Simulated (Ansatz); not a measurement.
`CNBS` → `BS` + `C=N` at 298.15 K and 1 bar (β-hydride elimination).

Gas-phase electronic energies from Ansatz, PBE0-D4/def2-TZVP geometries. CCSD(T)/CBS is the MP2 limit (def2-TZVPP, def2-QZVPP) plus CCSD(T) − MP2 in def2-TZVPP, frozen cores. This one scheme is used for every species. One conformer a species, not always the lowest.

```json
{"species": "`CNBS`", "CCSD(T)/CBS energy (Eh)": "-518.99817", "H − E (kJ/mol)": "223.2", "S (J/(mol·K))": "311.7"}
{"species": "`BS`", "CCSD(T)/CBS energy (Eh)": "-424.38198", "H − E (kJ/mol)": "90.6", "S (J/(mol·K))": "245.0"}
{"species": "`C=N`", "CCSD(T)/CBS energy (Eh)": "-94.52360", "H − E (kJ/mol)": "115.3", "S (J/(mol·K))": "227.0"}
```

H − E and S are ideal-gas, rigid-rotor, harmonic terms from PBE0-D4/def2-TZVP, for one conformer and one mirror image of each species. 1 Eh = 2625.50 kJ/mol, R = 8.31446 J/(mol·K).

Problem. By hand: ΔE, ΔH, ΔS and ΔG.

Solution. ΔE = (-424.38198) + (-94.52360) − (-518.99817) = 0.09259 Eh = 243.1 kJ/mol. Δ(H − E) = 90.6 + 115.3 − 223.2 = -17.3, so ΔH = 225.8 kJ/mol. ΔS = 245.0 + 227.0 − 311.7 = 160.3 J/(mol·K). ΔG = 225.8 − 298.15 × (160.3)/1000 = 178.0 kJ/mol.

Problem. By hand: the equilibrium constant, and the temperature at which ΔG would vanish if ΔH and ΔS stayed fixed.

Solution. log₁₀ K = −ΔG/(RT ln 10) = -31.2. ΔG = 0 at ΔH/ΔS = 1409 K.

The number of gas molecules changes by +1, which sets the sign of ΔS. A doubt of 5 kJ/mol in ΔE shifts log₁₀ K by 0.9 here. Other conformers and mirror images would add mixing entropy, several J/(mol·K) or more a flexible species. These are equilibria of isolated gas molecules and say nothing of rates. Largest T1 diagnostic: 0.015 (customary marks: 0.02 for closed shells, 0.045 for open ones).
